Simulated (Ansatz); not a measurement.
Nudged elastic band run: C$_{2}$H$_{5}$ClOSi

Input file:

```yaml
crystal:
  periodic: [false, false, false]
  atoms:
    - { symbol: O, position_ang: [-1.822212, -0.053176, 1.089342] }
    - { symbol: C, position_ang: [-1.193128, 0.831701, 0.546452] }
    - { symbol: C, position_ang: [0.244805, 0.652903, 0.09073] }
    - { symbol: Si, position_ang: [0.661571, -1.178563, -0.331926] }
    - { symbol: Cl, position_ang: [0.582931, 1.732947, -1.320794] }
    - { symbol: H, position_ang: [-1.632009, 1.853629, 0.343396] }
    - { symbol: H, position_ang: [0.904113, 0.992267, 0.921862] }
    - { symbol: H, position_ang: [-0.331811, -1.669781, -1.34107] }
    - { symbol: H, position_ang: [0.621929, -2.015494, 0.912879] }
    - { symbol: H, position_ang: [2.047012, -1.197734, -0.907869] }
magnetization:
  spin_polarized: true
basis:
  gaussian: { orbitals: def2-SVP }
hamiltonian:
  xc: pbe
  dispersion: d4
neb:
  order_check: false
  images: 7
  f_tol: 0.05
  max_iterations: 55
  final_atoms:
    - { symbol: O, position_ang: [-1.43006391, 0.76490501, 1.30052319] }
    - { symbol: C, position_ang: [-1.12806352, 0.91704705, 0.01328547] }
    - { symbol: C, position_ang: [0.33471786, 0.7588599, -0.11198427] }
    - { symbol: Si, position_ang: [0.6271568, -1.13882003, -0.38973648] }
    - { symbol: Cl, position_ang: [0.99476612, 1.55859068, -1.59230333] }
    - { symbol: H, position_ang: [-2.40564455, 0.80312849, 1.3700392] }
    - { symbol: H, position_ang: [0.94354563, 1.07696469, 0.76667577] }
    - { symbol: H, position_ang: [-0.11173977, -1.58476844, -1.61261958] }
    - { symbol: H, position_ang: [0.15187198, -1.89384052, 0.82094007] }
    - { symbol: H, position_ang: [2.10665436, -1.31336785, -0.56181802] }
  initial_path:
    images:
      - { positions_ang: [[-1.822212, -0.053176, 1.089342], [-1.193128, 0.831701, 0.546452], [0.244805, 0.652903, 0.09073], [0.661571, -1.178563, -0.331926], [0.582931, 1.732947, -1.320794], [-1.632009, 1.853629, 0.343396], [0.904113, 0.992267, 0.921862], [-0.331811, -1.669781, -1.34107], [0.621929, -2.015494, 0.912879], [2.047012, -1.197734, -0.907869]] }
      - { positions_ang: [[-1.82762633, 0.01606306, 1.04540561], [-1.15640805, 0.88446936, 0.52392325], [0.26195094, 0.65385245, 0.06975354], [0.67512022, -1.16454847, -0.3355804], [0.61544583, 1.69955544, -1.35834238], [-1.76120799, 1.75434477, 0.49050649], [0.94346913, 0.99673405, 0.8907229], [-0.30086108, -1.65946435, -1.36239577], [0.58655238, -1.99961955, 0.91239862], [2.04676594, -1.23268776, -0.87338986]] }
      - { positions_ang: [[-1.83304065, 0.08530213, 1.00146922], [-1.11968809, 0.93723773, 0.5013945], [0.27909688, 0.65480189, 0.04877708], [0.68866945, -1.15053393, -0.3392348], [0.64796065, 1.66616388, -1.39589076], [-1.89040698, 1.65506053, 0.63761697], [0.98282527, 1.00120109, 0.8595838], [-0.26991116, -1.64914771, -1.38372154], [0.55117576, -1.9837451, 0.91191824], [2.04651988, -1.26764152, -0.83891072]] }
      - { positions_ang: [[-1.83845498, 0.15454119, 0.95753283], [-1.08296814, 0.99000609, 0.47886575], [0.29624282, 0.65575134, 0.02780062], [0.70221867, -1.1365194, -0.34288919], [0.68047548, 1.63277231, -1.43343914], [-2.01960597, 1.5557763, 0.78472746], [1.0221814, 1.00566814, 0.8284447], [-0.23896124, -1.63883106, -1.40504732], [0.51579914, -1.96787065, 0.91143786], [2.04627382, -1.30259528, -0.80443158]] }
      - { positions_ang: [[-1.8438693, 0.22378026, 0.91359644], [-1.04624819, 1.04277446, 0.456337], [0.31338876, 0.65670078, 0.00682416], [0.7157679, -1.12250486, -0.34654359], [0.7129903, 1.59938075, -1.47098751], [-2.14880496, 1.45649207, 0.93183795], [1.06153753, 1.01013519, 0.7973056], [-0.20801132, -1.62851441, -1.42637309], [0.48042252, -1.9519962, 0.91095749], [2.04602776, -1.33754904, -0.76995243]] }
      - { positions_ang: [[-1.74041795, 0.35906145, 1.01032813], [-1.06670202, 1.01134261, 0.34557412], [0.31872104, 0.68224056, -0.02287795], [0.69361512, -1.12658365, -0.35734181], [0.78343425, 1.58918324, -1.50131647], [-2.21301486, 1.29315117, 1.04138826], [1.03203956, 1.02684256, 0.78964814], [-0.18394343, -1.61757792, -1.47293471], [0.39828488, -1.93745728, 0.88845313], [2.06118441, -1.33150374, -0.71791883]] }
      - { positions_ang: [[-1.63696661, 0.49434264, 1.10705981], [-1.08715585, 0.97991076, 0.23481123], [0.32405331, 0.70778034, -0.05258006], [0.67146235, -1.13066244, -0.36814004], [0.85387821, 1.57898572, -1.53164542], [-2.27722476, 1.12981028, 1.15093858], [1.00254158, 1.04354994, 0.78199068], [-0.15987554, -1.60664143, -1.51949634], [0.31614725, -1.92291836, 0.86594878], [2.07634106, -1.32545844, -0.66588523]] }
      - { positions_ang: [[-1.53351526, 0.62962382, 1.2037915], [-1.10760968, 0.9484789, 0.12404835], [0.32938558, 0.73332012, -0.08228217], [0.64930958, -1.13474124, -0.37893826], [0.92432216, 1.5687882, -1.56197438], [-2.34143465, 0.96646939, 1.26048889], [0.9730436, 1.06025731, 0.77433323], [-0.13580765, -1.59570493, -1.56605796], [0.23400961, -1.90837944, 0.84344442], [2.09149771, -1.31941314, -0.61385162]] }
      - { positions_ang: [[-1.43006391, 0.76490501, 1.30052319], [-1.12806352, 0.91704705, 0.01328547], [0.33471786, 0.7588599, -0.11198427], [0.6271568, -1.13882003, -0.38973648], [0.99476612, 1.55859068, -1.59230333], [-2.40564455, 0.80312849, 1.3700392], [0.94354563, 1.07696469, 0.76667577], [-0.11173977, -1.58476844, -1.61261958], [0.15187198, -1.89384052, 0.82094007], [2.10665436, -1.31336785, -0.56181802]] }
```

Run as:

```bash
$ ansatz run input.yaml --threads 2 --pin off --max-ram 3072MiB --backend cpu --events-out ev --progress --plain --runs-dir out
```

Output, in part (warnings, iteration lines, the closing report on the highest movable image, with atoms numbered from 0):

```
NEB end point (image 0): max|allowed force component| = 1.205e-2 eV/Å (the criterion of neb.relax_end_points is 1.000e-2)
NEB end point (image 8): max|allowed force component| = 8.513e-3 eV/Å (the criterion of neb.relax_end_points is 1.000e-2)
NEB iter   1: max|band force component| = 1.229e1 eV/Å  barrier→ = 4.6706 eV  barrier← = 2.3952 eV  Δτ_max = 0.1945 Å  (352 SCF iters)
NEB iter   2: max|band force component| = 2.901e0 eV/Å  barrier→ = 3.4313 eV  barrier← = 1.1559 eV  Δτ_max = 0.1968 Å  (260 SCF iters)
NEB iter   3: max|band force component| = 1.006e0 eV/Å  barrier→ = 3.2881 eV  barrier← = 1.0128 eV  Δτ_max = 0.1989 Å  (255 SCF iters)
NEB iter   4: max|band force component| = 1.807e0 eV/Å  barrier→ = 3.3724 eV  barrier← = 1.0970 eV  Δτ_max = 0.0818 Å  (249 SCF iters)
NEB iter   5: max|band force component| = 8.387e-1 eV/Å  barrier→ = 3.2617 eV  barrier← = 0.9863 eV  Δτ_max = 0.0524 Å  (235 SCF iters)
NEB iter   6: max|band force component| = 1.255e0 eV/Å  barrier→ = 3.1293 eV  barrier← = 0.8539 eV  CI = image 5  Δτ_max = 0.1017 Å  (236 SCF iters)
NEB iter   7: max|band force component| = 8.467e-1 eV/Å  barrier→ = 3.4082 eV  barrier← = 1.1329 eV  CI = image 5  Δτ_max = 0.1407 Å  (234 SCF iters)
NEB iter   8: max|band force component| = 1.854e0 eV/Å  barrier→ = 3.4565 eV  barrier← = 1.1811 eV  CI = image 5  Δτ_max = 0.0698 Å  (236 SCF iters)
NEB iter   9: max|band force component| = 4.471e-1 eV/Å  barrier→ = 3.4493 eV  barrier← = 1.1739 eV  CI = image 5  Δτ_max = 0.0793 Å  (240 SCF iters)
NEB iter  10: max|band force component| = 2.346e-1 eV/Å  barrier→ = 3.4549 eV  barrier← = 1.1796 eV  CI = image 5  Δτ_max = 0.0591 Å  (233 SCF iters)
NEB iter  11: max|band force component| = 1.188e-1 eV/Å  barrier→ = 3.4499 eV  barrier← = 1.1745 eV  CI = image 5  Δτ_max = 0.1393 Å  (225 SCF iters)
NEB iter  12: max|band force component| = 1.117e0 eV/Å  barrier→ = 3.4359 eV  barrier← = 1.1605 eV  CI = image 5  Δτ_max = 0.0704 Å  (241 SCF iters)
NEB iter  13: max|band force component| = 7.213e-1 eV/Å  barrier→ = 3.4290 eV  barrier← = 1.1537 eV  CI = image 5  Δτ_max = 0.0704 Å  (231 SCF iters)
NEB iter  14: max|band force component| = 6.240e-1 eV/Å  barrier→ = 3.4230 eV  barrier← = 1.1476 eV  CI = image 5  Δτ_max = 0.1392 Å  (234 SCF iters)
NEB iter  15: max|band force component| = 6.564e-1 eV/Å  barrier→ = 3.4168 eV  barrier← = 1.1414 eV  CI = image 5  Δτ_max = 0.1393 Å  (243 SCF iters)
NEB iter  16: max|band force component| = 3.255e-1 eV/Å  barrier→ = 3.4160 eV  barrier← = 1.1406 eV  CI = image 5  Δτ_max = 0.0942 Å  (231 SCF iters)
NEB iter  17: max|band force component| = 1.800e-1 eV/Å  barrier→ = 3.4159 eV  barrier← = 1.1405 eV  CI = image 5  Δτ_max = 0.0875 Å  (234 SCF iters)
NEB iter  18: max|band force component| = 1.244e-1 eV/Å  barrier→ = 3.4158 eV  barrier← = 1.1404 eV  CI = image 5  Δτ_max = 0.0878 Å  (217 SCF iters)
NEB iter  19: max|band force component| = 1.128e-1 eV/Å  barrier→ = 3.4158 eV  barrier← = 1.1404 eV  CI = image 5  Δτ_max = 0.1422 Å  (218 SCF iters)
NEB iter  20: max|band force component| = 1.994e0 eV/Å  barrier→ = 3.4158 eV  barrier← = 1.1404 eV  CI = image 5  Δτ_max = 0.0645 Å  (215 SCF iters)
NEB iter  21: max|band force component| = 7.544e-1 eV/Å  barrier→ = 3.4158 eV  barrier← = 1.1404 eV  CI = image 5  Δτ_max = 0.1224 Å  (211 SCF iters)
NEB iter  22: max|band force component| = 1.422e-1 eV/Å  barrier→ = 3.4158 eV  barrier← = 1.1404 eV  CI = image 5  Δτ_max = 0.0361 Å  (215 SCF iters)
NEB iter  23: max|band force component| = 5.357e-2 eV/Å  barrier→ = 3.4158 eV  barrier← = 1.1404 eV  CI = image 5  Δτ_max = 0.0052 Å  (191 SCF iters)
NEB iter  24: max|band force component| = 2.329e-2 eV/Å  barrier→ = 3.4158 eV  barrier← = 1.1404 eV  CI = image 5  Δτ_max = 0.0000 Å  (431 SCF iters)
Total energy: -24575.18465741 eV, -903.1213785014 hartree
Atom 0 at    -1.460435     0.703231     1.526765 Å, force     0.000158    -0.000031     0.000351 eV/Å
Atom 1 at    -1.105448     0.916697     0.267726 Å, force     0.000090    -0.000007    -0.000229 eV/Å
Atom 2 at     0.332198     0.722122    -0.038585 Å, force    -0.000038     0.000713    -0.000609 eV/Å
Atom 3 at     0.632100    -1.159224    -0.389052 Å, force    -0.000018    -0.000222     0.000007 eV/Å
Atom 4 at     0.870012     1.619459    -1.504839 Å, force    -0.000152    -0.000330     0.000491 eV/Å
Atom 5 at    -2.291462     0.957038     0.729413 Å, force     0.000031    -0.000067    -0.000083 eV/Å
Atom 6 at     0.962734     1.017063     0.832523 Å, force    -0.000066    -0.000111     0.000070 eV/Å
Atom 7 at    -0.210514    -1.568470    -1.558005 Å, force    -0.000017    -0.000004    -0.000063 eV/Å
Atom 8 at     0.262724    -1.948159     0.834737 Å, force    -0.000018     0.000059    -0.000046 eV/Å
Atom 9 at     2.091292    -1.311059    -0.697681 Å, force     0.000031     0.000000     0.000111 eV/Å
Dipole moment:     0.066995    -0.192585     0.107163 e Å
```

The run converged. A structure lower than the first end lies on the path between it and the top, so the climb from that side starts below the end, which may itself be a saddle point or a shallow side well. Neighbouring images differ by up to 2.4 eV, so the band resolves the path poorly. A vibrational analysis at the climbing image gives one clearly imaginary mode, 1791i cm⁻¹: a first-order saddle point. The orbitals stay closed-shell, which can raise the energy where a bond breaks towards radicals; this wasn't checked here.

Final band (atoms are numbered from 1 in the order of the input):

```tsv
image	path coordinate (Å)	energy (kJ/mol)	C2–H6 (Å)	O1–H6 (Å)
0	0.00	0.0	1.13	2.06
1	0.57	0.0	1.13	2.06
2	1.15	-0.9	1.13	2.06
3	1.72	2.1	1.13	2.04
4	2.29	96.6	1.11	1.75
5	2.86	329.6	1.27	1.18
6	3.19	266.2	1.56	0.99
7	3.51	223.0	1.81	0.98
8	3.84	219.5	1.87	0.98
```

Time of the run: 6.8 min on 2 threads of AMD EPYC 7R43 64-Core Processor (Zen 3), with other jobs on the host, peak memory 0.18 GiB.
